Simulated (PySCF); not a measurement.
Highest orbital energy against ionisation energy along the 5p block

Calculated with PySCF 2.14, no spin-orbit coupling. Each cell gives −ε(HOMO) / ΔSCF in eV; NIST values include spin-orbit coupling, (s) semi-empirical, (t) theoretical.

```tsv
species	UHF	LDA	PBE	PBE0	r2SCAN	NIST (lowest levels)
In²⁺ (aug-cc-pVTZ-PP with ECP28MDF, ECP)	26.763 / 26.619	24.646 / 29.089	24.233 / 28.659	25.040 / 28.277	24.496 / 28.372	28.044
Sn²⁺ (aug-cc-pVTZ-PP with ECP28MDF, ECP)	28.789 / 28.537	26.621 / 31.280	26.171 / 30.791	27.060 / 30.421	26.379 / 30.455	30.506
Sb²⁺ (aug-cc-pVTZ-PP with ECP28MDF, ECP)	24.426 / 24.139	20.572 / 24.920	20.485 / 24.700	21.644 / 24.735	20.873 / 24.872	25.323
Te²⁺ (aug-cc-pVTZ-PP with ECP28MDF, ECP)	27.342 / 26.971	23.057 / 27.714	22.977 / 27.495	24.262 / 27.564	23.422 / 27.708	27.84 ± 0.04
I²⁺ (aug-cc-pVTZ-PP with ECP28MDF, ECP)	30.307 / 29.856	25.533 / 30.485	25.464 / 30.281	26.888 / 30.399	25.991 / 30.571	29.57 ± 0.025
Xe²⁺ (aug-cc-pVTZ-PP with ECP28MDF, ECP)	30.037 / 29.366	25.876 / 30.811	25.707 / 30.477	27.062 / 30.500	26.049 / 30.514	31.05 ± 0.04 (s)
```

Problem. How far is −ε(HOMO) from ΔSCF on average for each method, and why?

Solution. UHF 0.36 eV; LDA -4.67 eV; PBE -4.56 eV; PBE0 -3.32 eV; r2SCAN -4.21 eV. Hartree-Fock orbital energies lack relaxation and so exceed the ΔSCF value; semilocal functionals have convex E(N) from self-interaction, so their HOMO lies far too high; exact exchange moves hybrids part of the way back.
